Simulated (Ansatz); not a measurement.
Cost and result up the ladder for TcO3(NH2) (TcNO₃H₂) (7 atoms). Charge 0, multiplicity 1. Geometry: PBE-D4/def2-SVP.

```csv
atom,x (Å),y (Å),z (Å)
Tc1,-0.4651,-0.3777,0.4456
O2,-0.3127,-2.0280,0.0817
O3,0.0040,-0.1056,2.0492
O4,-2.0550,0.1093,0.1248
N5,0.6869,0.6724,-0.6548
H6,1.6665,0.8491,-0.4108
H7,0.4754,0.8805,-1.6357
```

Ansatz on 4 threads of Arm Neoverse V2 on a shared host. Times are rough, and most runs start from the orbitals of an earlier one. No level here is sound enough to serve as a yardstick. Binding counts from free atoms at the same level (Tc sextet, O triplet, N quartet, H doublet; other spins of the atoms weren't run), without zero-point energy or a counterpoise term.

In the def2 sets Tc takes a core potential; there is no spin–orbit coupling. HSE06 is defined as in plane-wave codes, on full-range PBE exchange.

Run but left out: BHLYP-D4/def2-TZVP (restricted singlet, unstable in another Hartree–Fock run and untested here); HF/def2-TZVP, MP2/def2-TZVP, CCSD(T)/def2-TZVPP (restricted singlet, unstable towards broken spin symmetry).

```
                          level  functions  wall time
                PBE-D4/def2-SVP         97     0.75 s
               PBE0-D4/def2-SVP         97      0.9 s
            revPBE-D4/def2-TZVP        176      1.3 s
               PBE-D4/def2-TZVP        176      1.4 s
              BLYP-D4/def2-TZVP        176      1.4 s
             HSE06-D4/def2-TZVP        176      1.8 s
              PBE-D4/def2-TZVPD        215      1.8 s
         CAM-B3LYP-D4/def2-TZVP        176        2 s
PBE0-D4/def2-TZVP (with forces)        176      2.1 s
             PBE0-D4/def2-TZVPD        215      2.4 s
            r2SCAN-D4/def2-TZVP        176      2.6 s
           r2SCAN-D4/def2-TZVPD        215      3.5 s
              ωB97X-V/def2-TZVP        176      5.5 s
```

Estimate what each level gives for the binding energy per atom (eV).


```json
{"level": "PBE-D4/def2-SVP", "binding energy per atom (eV)": "4.58", "remarks": "restricted SCF unstable in HF"}
{"level": "PBE0-D4/def2-SVP", "binding energy per atom (eV)": "4.00", "remarks": "restricted SCF unstable in HF"}
{"level": "revPBE-D4/def2-TZVP", "binding energy per atom (eV)": "4.37", "remarks": "restricted SCF unstable in HF"}
{"level": "PBE-D4/def2-TZVP", "binding energy per atom (eV)": "4.54", "remarks": "–"}
{"level": "BLYP-D4/def2-TZVP", "binding energy per atom (eV)": "4.45", "remarks": "restricted SCF unstable in HF"}
{"level": "HSE06-D4/def2-TZVP", "binding energy per atom (eV)": "4.00", "remarks": "restricted SCF unstable in HF"}
{"level": "PBE-D4/def2-TZVPD", "binding energy per atom (eV)": "4.54", "remarks": "restricted SCF unstable in HF"}
{"level": "CAM-B3LYP-D4/def2-TZVP", "binding energy per atom (eV)": "3.99", "remarks": "restricted SCF unstable in HF"}
{"level": "PBE0-D4/def2-TZVP (with forces)", "binding energy per atom (eV)": "3.99", "remarks": "restricted SCF unstable in HF"}
{"level": "PBE0-D4/def2-TZVPD", "binding energy per atom (eV)": "4.00", "remarks": "restricted SCF unstable in HF"}
{"level": "r2SCAN-D4/def2-TZVP", "binding energy per atom (eV)": "4.21", "remarks": "restricted SCF unstable in HF"}
{"level": "r2SCAN-D4/def2-TZVPD", "binding energy per atom (eV)": "4.22", "remarks": "restricted SCF unstable in HF"}
{"level": "ωB97X-V/def2-TZVP", "binding energy per atom (eV)": "4.01", "remarks": "restricted SCF unstable in HF"}
```
